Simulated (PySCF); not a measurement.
RbAl: from constants to spectrum

UHF-CCSD(T) constants of RbAl, ³Π (triplet), unpaired electrons σ ↑, π ↑ (basis Rb def2-SVPD with ECP28, Al def2-SVPD; scalar-relativistic core potentials; PySCF 2.14; masses 84.9118 and 26.9815 u):

```
ωe              : 115.6 cm⁻¹
ωexe            : 0.725 cm⁻¹
Be              : 0.062927 cm⁻¹
αe              : 0.000477 cm⁻¹
D (centrifugal) : 7.46e-08 cm⁻¹
De to Rb + Al   : 0.421 eV
```

**Question.** Give the vibrational terms G(v) and spacings up to v = 6.

**Answer.** G(v) = ωe(v+½) − ωexe(v+½)².

| v | G(v) (cm⁻¹) | G(v) − G(v−1) | Bv (cm⁻¹) |
| --- | --- | --- | --- |
| 0 | 57.6 |  | 0.06269 |
| 1 | 171.8 | 114.1 | 0.06221 |
| 2 | 284.5 | 112.7 | 0.06173 |
| 3 | 395.7 | 111.2 | 0.06126 |
| 4 | 505.5 | 109.8 | 0.06078 |
| 5 | 613.9 | 108.4 | 0.06030 |
| 6 | 720.8 | 106.9 | 0.05983 |

**Question.** How well does the Morse estimate ωe²/(4ωexe) reproduce De, and what is D0?

**Answer.** It gives 0.571 eV, 136 % of the computed De. D0 = De − G(0) = 0.421 − 0.007 = 0.414 eV.

Correlated steps freeze 5 core orbitals. Correlated levels converge slowly with the basis: in double zeta they bind strong bonds too weakly, by up to about 1 eV, and carry superposition errors of some tenths. Spin–orbit coupling is left out. The state is the lowest determinant that a PBE0 search found; another state may lie lower at other levels.
